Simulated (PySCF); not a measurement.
# Ionisation energy of Ru¹⁹⁺ by level of theory

Ru¹⁹⁺ [Ar] 3d7 [3d3/2^4 3d5/2^3, M_J = 9/2] → Ru²⁰⁺ [Ar] 3d6 [3d3/2^4 3d5/2^2, M_J = 4], as a difference of total energies. All numbers are calculated (PySCF 2.14, the two-component X2C-1e Hamiltonian, in an even-tempered Gaussian basis (17 s from 2.1 bohr⁻², ratio 2.8; 12 p from 2.7 bohr⁻², ratio 2.8; 8 d from 2.7 bohr⁻², ratio 2.8; 4 f from 11 bohr⁻², ratio 3)). Correlated levels: [Ne] frozen; the 76 highest virtual spinors dropped. "Screened" scales the spin-orbit matrix elements by Boettger's factors to mimic the two-electron term; Breit and QED terms are absent.

```json
{"method": "GHF (spin-free)", "ionisation energy (eV)": "845.51"}
{"method": "GMP2 (spin-free)", "ionisation energy (eV)": "846.65"}
{"method": "GHF (screened spin-orbit)", "ionisation energy (eV)": "846.12"}
{"method": "GMP2 (screened spin-orbit)", "ionisation energy (eV)": "847.20"}
```

Task: How much does correlation contribute at GMP2 (screened spin-orbit)?

Result: 847.20 − (846.12) = 1.08 eV, measured against GHF (screened spin-orbit).

Breit and QED terms and the two-electron picture change are absent.

The spin-free rows relax to the high-spin LS determinant and lack the spin-orbit shift.

The labels give the starting determinants; with spin-orbit coupling the two ends relaxed to ⟨J²⟩ = 24.75, ⟨L²⟩ = 12.86, ⟨S²⟩ = 3.45 and ⟨J²⟩ = 20.02, ⟨L²⟩ = 6.64, ⟨S²⟩ = 5.61.

For comparison: 845 ± 4 eV (theoretical estimate listed by NIST; NIST Atomic Spectra Database, ionization energies).
